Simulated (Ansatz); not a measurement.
Cost and result for the atomization energy of C2H4F2Sn (9 atoms, 7 bonds).

Cartesian coordinates in Å:
```
F 1.884 0.827 -1.460
Sn 0.775 1.839 -0.215
F -0.828 1.809 -1.326
C -0.024 -1.029 -0.033
C -0.580 -0.457 1.035
H -0.470 -0.939 -1.017
H 0.901 -1.590 0.036
H -0.142 -0.549 2.024
H -1.515 0.089 0.955
```

The species carries charge 0 and has multiplicity 1. Correlated methods include outer-core shells of Sn, which these sets cover unevenly. Sn takes the def2 core potential. The bonds changed during the relaxation, so this is another structure than the one it started from. The geometry is a stationary point of PBE0-D4/def2-TZVP. Program: Ansatz. All runs use 4 threads of an Arm Neoverse V2 on a shared host. Times are those of one run each, without the atoms' runs, and a repeat can differ threefold. Electronic energies, without spin–orbit coupling; frozen cores. CCSD(T)/CBS adds CCSD(T) − MP2 in def2-TZVPP to the MP2 limit, and its time is that of the two runs behind it. T1 = 0.015. With those shells the extrapolation isn't a true limit. B3LYP takes the VWN-RPA correlation (the form of Gaussian; ORCA's B3LYP/G).

CCSD(T)/CBS is a level of theory with its own doubt, some kJ/mol a heavy atom from the limit and from the frozen cores, so smaller differences don't rank the functionals.

```json
{"level": "B3LYP-D4/def2-TZVPP (with forces)", "functions": "230", "atomization (kJ/mol)": "3405.2", "difference from CCSD(T)/CBS": "-17.3", "per bond": "-2.5"}
{"level": "CCSD(T)/def2-TZVPP", "functions": "230", "atomization (kJ/mol)": "3307.4", "difference from CCSD(T)/CBS": "-115.1", "per bond": "-16.4"}
{"level": "r2SCAN-D4/def2-TZVPP (with forces)", "functions": "230", "atomization (kJ/mol)": "3406.6", "difference from CCSD(T)/CBS": "-15.9", "per bond": "-2.3"}
{"level": "CCSD(T)/CBS(def2)", "functions": "–", "atomization (kJ/mol)": "3422.5", "difference from CCSD(T)/CBS": "0.0", "per bond": "0.0"}
{"level": "MP2/def2-QZVPP", "functions": "430", "atomization (kJ/mol)": "3452.8", "difference from CCSD(T)/CBS": "30.3", "per bond": "4.3"}
{"level": "PBE-D4/def2-TZVPP (with forces)", "functions": "230", "atomization (kJ/mol)": "3488.5", "difference from CCSD(T)/CBS": "66.0", "per bond": "9.4"}
{"level": "B2PLYP/def2-TZVPP", "functions": "230", "atomization (kJ/mol)": "3368.0", "difference from CCSD(T)/CBS": "-54.5", "per bond": "-7.8"}
{"level": "ωB97M-V/def2-TZVPP (with forces)", "functions": "230", "atomization (kJ/mol)": "3398.5", "difference from CCSD(T)/CBS": "-24.0", "per bond": "-3.4"}
{"level": "ωB97X-V/def2-TZVPP", "functions": "230", "atomization (kJ/mol)": "3401.9", "difference from CCSD(T)/CBS": "-20.6", "per bond": "-3.0"}
{"level": "PBE0-D4/def2-TZVPP", "functions": "230", "atomization (kJ/mol)": "3384.3", "difference from CCSD(T)/CBS": "-38.2", "per bond": "-5.5"}
```

Q: Order the runs by time, with rough figures. (Estimate.)

A: Ansatz gave: PBE-D4/def2-TZVPP (with forces) 1.9 s; PBE0-D4/def2-TZVPP 2.1 s; B3LYP-D4/def2-TZVPP (with forces) 3.2 s; r2SCAN-D4/def2-TZVPP (with forces) 3.5 s; B2PLYP/def2-TZVPP 4.1 s; ωB97X-V/def2-TZVPP 6 s; ωB97M-V/def2-TZVPP (with forces) 8 s; MP2/def2-QZVPP 15 s; CCSD(T)/def2-TZVPP 2.8 min; CCSD(T)/CBS(def2) 3.1 min.

The D4 term adds +31.9 kJ/mol with B3LYP and +16.6 kJ/mol with PBE0; it sums over pairs of atoms, weighted by their polarisabilities, and B3LYP, whose exchange is more repulsive, gets the larger term. In def2-TZVPP, CCSD(T) changes the Hartree–Fock value by +863.7 kJ/mol (the triples alone add +59.9 kJ/mol) and MP2 by +938.6 kJ/mol; breaking electron pairs costs correlation energy, which Hartree–Fock lacks. From PBE to PBE0 (25 % exact exchange), in def2-TZVPP and without D4, the atomization energy moves by −101.3 kJ/mol: exact exchange takes away binding that semilocal exchange gives to molecules.

Spin–orbit coupling would lower the free Sn atoms strongly, and the atomization energy with them, by more than many differences here. For some Ge, Se and Sn compounds the MP2-based and the directly extrapolated limit differ by 10 to 25 kJ/mol.
